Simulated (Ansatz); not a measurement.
Reaction (isomerisation): `Cc1ccc(C)c(C)c1` → `CCCc1ccccc1`

Gas-phase electronic energies from Ansatz, PBE0-D4/def2-TZVP geometries. CBS: MP2 limit from def2 TZ/QZ plus the TZ coupled-cluster correction, frozen cores. DFT in def2-TZVPP. HSE06 is defined as in plane-wave codes. Each species was taken in one conformer, which may not be the lowest.

CCSD(T)/CBS gives +16.0 kJ/mol.

Problem. Another level gave +21.1 kJ/mol. Which?
A. HF/def2-TZVPP
B. CCSD(T)/def2-TZVPP
C. LDA (SPW92)/def2-TZVPP
D. HSE06/def2-TZVPP

Solution. D. HSE06 21.1, CCSD(T)/def2-TZVPP 16.5, HF/def2-TZVPP 10.7, LDA (SPW92) 28.3 kJ/mol.

Largest T1 diagnostic among the species: 0.010.

Leaving LDA and LC-ωPBE aside and taking each functional with its dispersion term where it has one, the values, not all of them listed here, spread over 5.7 kJ/mol, from BHLYP-D4 to B97M-V. LDA lies +5.7 kJ/mol from PBE without D4. In def2-TZVPP, CCSD(T) changes the Hartree–Fock value by +5.8 kJ/mol (the triples alone add +1.6 kJ/mol) and MP2 by +9.4 kJ/mol.

CCSD(T)/CBS has its own doubt, a few kJ/mol and more with outer-core shells, so smaller differences from it don't rank the levels.
